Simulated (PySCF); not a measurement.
# C3H9ClP2Si: full NMR table

| Property | Result |
| --- | --- |
| Formula | C3H9ClP2Si |
| SMILES | C=CC[Si](P)(P)Cl |
| Point group of the computed structure | C1 |
| Carbon signals | 3 |
| Proton signals | 5 |

Molfile (atoms numbered from 1):
```
C3H9ClP2Si
     RDKit          3D

 16 15  0  0  0  0  0  0  0  0999 V2000
    1.2081   -2.1371    0.3405 C   0  0  0  0  0  0  0  0  0  0  0  0
    0.9774   -1.3468   -0.6943 C   0  0  0  0  0  0  0  0  0  0  0  0
    1.0234    0.1388   -0.6294 C   0  0  0  0  0  0  0  0  0  0  0  0
   -0.7595    0.8082   -0.2970 Si  0  0  0  0  0  4  0  0  0  0  0  0
   -0.8521    3.0294    0.1628 P   0  0  0  0  0  0  0  0  0  0  0  0
   -1.5071   -0.4175    1.4591 P   0  0  0  0  0  0  0  0  0  0  0  0
   -1.8432    0.5317   -2.0088 Cl  0  0  0  0  0  0  0  0  0  0  0  0
    1.4976   -1.7404    1.3001 H   0  0  0  0  0  0  0  0  0  0  0  0
    1.1382   -3.2083    0.2662 H   0  0  0  0  0  0  0  0  0  0  0  0
    0.6880   -1.7639   -1.6493 H   0  0  0  0  0  0  0  0  0  0  0  0
    1.4080    0.5543   -1.5601 H   0  0  0  0  0  0  0  0  0  0  0  0
    1.6731    0.4589    0.1852 H   0  0  0  0  0  0  0  0  0  0  0  0
   -0.1997    2.8851    1.3756 H   0  0  0  0  0  0  0  0  0  0  0  0
    0.3250    3.3212   -0.5049 H   0  0  0  0  0  0  0  0  0  0  0  0
   -2.0897   -1.3913    0.6674 H   0  0  0  0  0  0  0  0  0  0  0  0
   -2.6950    0.2866    1.5755 H   0  0  0  0  0  0  0  0  0  0  0  0
  1  2  2  0
  2  3  1  0
  3  4  1  0
  4  5  1  0
  4  6  1  0
  4  7  1  0
  1  8  1  0
  1  9  1  0
  2 10  1  0
  3 11  1  0
  3 12  1  0
  5 13  1  0
  5 14  1  0
  6 15  1  0
  6 16  1  0
M  END
```

PySCF calculation with shieldings: GIAO PBE0/pcSseg-1 and geometry from GFN2-xTB; fast rotation and ring inversion assumed for equivalent nuclei, non-relativistic, one computed conformer, gas phase.

Referencing at the same level of theory: $^{1}$H (σ = 31.72 ppm) and $^{13}$C (σ = 186.93 ppm) and $^{29}$Si (σ = 349.16 ppm) vs TMS; H3PO4 for $^{31}$P (σ = 318.38 ppm).

```tsv
carbon	δC, type	δH (multiplicity)	HMBC from (2–3 bonds)	span of the C tensor (ppm)
C1	124.2, CH2	H8 5.40 (m); H9 5.35 (m)	H10, H11/H12	208
C2	140.4, CH	6.20 (m)	H8, H9, H11/H12	241
C3	39.4, CH2	1.98 (m)	H10, H8, H9, H13/H14/H15/H16	32
```

Other nuclei:
```
          atoms    nucleus                            environment  δ (ppm)  σ (ppm)
H13/H14/H15/H16    $^{1}$H  hydrogen on a phosphorus bonded to Si     1.47    30.25
          P5/P6   $^{31}$P           phosphorus bonded to Si, 2 H   -255.7    574.1
            Si4  $^{29}$Si           silicon bonded to C, Cl, 2 P     46.8    302.4
```

δC 140.4: alkene CH; an sp2 carbon of a C=C bond. δC 124.2: terminal =CH2 carbon; an sp2 carbon of a C=C bond. δH 6.20: hydrogen on an alkene CH; attached to an sp2 carbon and in the plane of the double bond. δH 5.40, 5.35: hydrogen on a terminal =CH2 carbon; a vinylic proton, deshielded by the sp2 carbon and the C=C anisotropy. δH 1.98: hydrogen on an allylic sp3 CH2 bonded to Si; allylic position.

Splittings by $^{31}$P in the carbon and heteronuclear signals aren't shown, as no couplings were computed. Shifts are as computed. Against solution values, carbons near 30 ppm lie about +3 ppm off and those near 130 ppm about +5 ppm. Of 1211 compounds with measured shifts, 218 miss one by over three times the rms of a fit or turn the order of signals round; such compounds aren't used in these exercises. Experimental scales use liquid or dissolved standards, which lie at an offset from isolated H3PO4. Multiplicities follow the n + 1 count of equivalent neighbours, as no J values were calculated; m marks all less simple cases, F and P coupling included.
